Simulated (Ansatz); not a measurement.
A single point on C$_{2}$H$_{8}$ClNOSn, SMILES `C[NH][SnH]([Cl])[O]C`.

```yaml
crystal:
  periodic: [false, false, false]
  atoms:
    - {symbol: C, position_ang: [-1.543330, 0.189732, -1.998578]}
    - {symbol: N, position_ang: [-1.196544, 0.287337, -0.588610]}
    - {symbol: Sn, position_ang: [0.027210, -1.087297, 0.206101]}
    - {symbol: Cl, position_ang: [1.980518, -1.244774, -1.082785]}
    - {symbol: O, position_ang: [0.579424, -0.467789, 1.966856]}
    - {symbol: C, position_ang: [1.493574, 0.594297, 2.112312]}
    - {symbol: H, position_ang: [-2.353789, 0.887204, -2.229722]}
    - {symbol: H, position_ang: [-1.919126, -0.813275, -2.219331]}
    - {symbol: H, position_ang: [-0.713239, 0.390867, -2.687502]}
    - {symbol: H, position_ang: [-0.920077, 1.228578, -0.341744]}
    - {symbol: H, position_ang: [-0.670273, -2.622247, 0.344035]}
    - {symbol: H, position_ang: [1.060684, 1.558065, 1.812680]}
    - {symbol: H, position_ang: [1.761805, 0.662699, 3.169842]}
    - {symbol: H, position_ang: [2.413174, 0.436584, 1.536457]}
basis:
  gaussian: {orbitals: def2-QZVPP}
correlation: {method: mp2}
```

```sh
$ ansatz run in.yaml --threads 2 --pin off --events-out ev --progress --plain --max-ram 32768MiB --backend cuda --devices 0, --max-vram 18GiB
```

It prints (some lines left out):

```
Functional definition: HF
3727 factors; integrals over basis functions are off by at most 1.0e-3 eV
mean field evaluation 1: about -24014.3480 eV, gradient 5.1e1 eV
mean field evaluation 2: about -24014.5052 eV, gradient 5.1e1 eV
mean field evaluation 4: about -24020.0894 eV, gradient 5.1e0 eV
mean field evaluation 8: about -24020.1736 eV, gradient 3.8e-1 eV
mean field -24020.17448835 eV, -882.7251309880 hartree, gradient 5.5e-6 eV, S^2 0.000000; 0 other end points of the search recorded, 0 dependent functions left out
13 core orbitals not correlated: weight in the atoms' cores, before any rotation towards them, 1.000 or more for the frozen orbitals, at most 0.000 for the correlated occupied ones
reference -24020.17448835 eV, -882.7251309880 hartree; 24, 24 occupied and 583, 583 virtual orbitals, 3727 factors
second order -43.73939083 eV of doubles, -0.00000000 eV of singles
Total energy: -24063.91387919 eV, -884.3325239534 hartree
```

Hardware: 2 threads of an AMD EPYC 7R13 on a shared host and a share of an NVIDIA H100 80 GB. Wall time 11 s, peak host memory 1.2 GiB.
